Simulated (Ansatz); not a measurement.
A nudged elastic band was laid between two geometries of CH₃OSe (6 atoms, charge 1, multiplicity 1).

The calculation used RKS revPBE-D4/def2-SVP (Ansatz).

| Property | Result |
| --- | --- |
| movable images | 5 |
| climbing image | yes |
| spring | 5.0 eV/Å² |
| optimiser | quadratic models (default) |
| start path | through a guess of the saddle point |
| force threshold | 0.05 eV/Å |
| iteration limit | 50 |
| end points | relaxed |

First end point:

```xyz
6
Properties=species:S:1:pos:R:3
C -0.888 -0.084 -0.696
Se 0.545 -0.841 -0.025
O 1.093 0.473 1.040
H -1.474 -0.673 -1.426
H -1.192 0.938 -0.401
H 1.915 0.187 1.507
```

Last end point:

```xyz
6
Properties=species:S:1:pos:R:3
C -0.789 -0.066 -0.613
Se 0.582 -1.039 -0.099
O 1.523 -0.105 1.067
H -1.464 -0.540 -1.352
H -1.008 0.957 -0.255
H 1.157 0.793 1.254
```

(1) What changes between the two ends?

(2) What energy profile does the band end with?

(3) What is the geometry of the highest image?

(4) What are the harmonic wavenumbers there?

Answers

(1) No bond is made or broken. The dihedral C1–Se2–O3–H6 goes from 180 to 0°.

(2) The forces met the threshold. The highest image is number 4 of 0 to 6, 0.185 eV above the first end and 0.071 eV above the last; the last end lies 0.114 eV above the first. A vibrational analysis at the climbing image gives one clearly imaginary mode, 322i cm⁻¹: a first-order saddle point. Limits of this set-up: the dipole of an ion depends on the origin.

```
image  path coordinate (Å)  energy (eV)  dihedral C1–Se2–O3–H6 (°)
    0                 0.00        0.000                        180
    1                 0.28        0.020                       -154
    2                 0.57        0.075                       -129
    3                 0.85        0.149                       -102
    4                 1.13        0.185                        -75
    5                 1.51        0.144                        -35
    6                 1.88        0.114                          0
```

(3) 
```xyz
6
Properties=species:S:1:pos:R:3
C -0.818 -0.076 -0.650
Se 0.514 -1.027 0.013
O 1.132 -0.042 1.353
H -1.401 -0.517 -1.483
H -1.078 0.929 -0.265
H 1.652 0.733 1.032
```

(4) 322i, 275, 582, 673, 781, 828, 889, 1018, 1316, 3043, 3182, 3587 cm⁻¹.

Run time: 110 s on 1 thread of AMD EPYC 7R43 64-Core Processor (Zen 3) (shared host), peak memory 0.14 GiB.
